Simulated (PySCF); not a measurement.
GeHCl3, SMILES [Cl][GeH]([Cl])[Cl].

Coordinates come from a r2SCAN-D4/def2-SVP optimisation. The isomer is the one that the SMILES or the coordinates give; other isomers of the formula were not compared.

Two levels are set side by side: TDA-PBE/def2-SVPD (PySCF) and TDA-B3LYP/def2-SVPD (PySCF). Vertical, same geometry. The lowest singlet is HOMO→LUMO 99 % with PBE and HOMO→LUMO 99 % with the other functional; states are paired by order. Differences are taken from unrounded values.

| quantity | TDA-B3LYP |
|---|---|
| lowest singlet excitation (eV) | 5.98 |
| lowest triplet excitation (TDA) (eV) | 5.60 |

Task: What does TDA-PBE give, and how far is it from TDA-B3LYP? (Estimate from the structure and the level; the computed values follow.)

Result: 
```csv
quantity,TDA-PBE,TDA-PBE minus TDA-B3LYP
lowest singlet excitation (eV),5.45,-0.52
lowest triplet excitation (TDA) (eV),5.14,-0.45
```

A lower first singlet is the usual sign of a functional without exact exchange. Differences between two approximate levels are no errors against the true value.

Rough cost on one machine, each run with all the roots and properties that it gave: TDA-B3LYP against TDA-PBE about 3 times.
